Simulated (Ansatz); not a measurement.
Compare A (`O[SiH2]/N=C/F`) with its isomer B (`NC(=O)[SiH2]F`).

Computed with Ansatz on PBE0-D4/def2-TZVP structures; ΔE is electronic, products minus reactants. CCSD(T)/CBS is the MP2 limit (def2-TZVPP, def2-QZVPP) plus CCSD(T) − MP2 in def2-TZVPP, frozen cores. Functionals use def2-TZVPP. B3LYP here is the variant with VWN-RPA as its local correlation; programs differ in this. Each species was taken in one conformer, which may not be the lowest.

Which is lower in electronic energy at CCSD(T)/CBS, and by how much? (An estimate is asked.)

Computed: B, by 43.8 kJ/mol.

Give E(B) − E(A) in kJ/mol with B3LYP-D4, CCSD(T)/def2-SVP, CCSD/def2-TZVPP, B2PLYP, LDA (SPW92), B3LYP, r2SCAN-D4. (Estimate.)

Ansatz gave: B3LYP-D4 -50.7, CCSD(T)/def2-SVP -58.3, CCSD/def2-TZVPP -38.8, B2PLYP -47.1, LDA (SPW92) -58.8, B3LYP -49.7, r2SCAN-D4 -51.7. None reverses the order clearly.

Does the order hold for the free energy at 298.15 K (harmonic terms from PBE0-D4)? (Best estimate.)

Ansatz gave: Yes: G(B) − G(A) = -40.2 kJ/mol, for one conformer each.

Largest T1 diagnostic: 0.015.

From r2SCAN to r2SCAN0 (25 % exact exchange), in def2-TZVPP and without D4, E(B) − E(A) moves by +4.2 kJ/mol. Leaving LDA and LC-ωPBE aside and taking each functional with its dispersion term where it has one, the values, not all of them listed here, spread over 15.5 kJ/mol, from revPBE-D4 to BHLYP-D4.
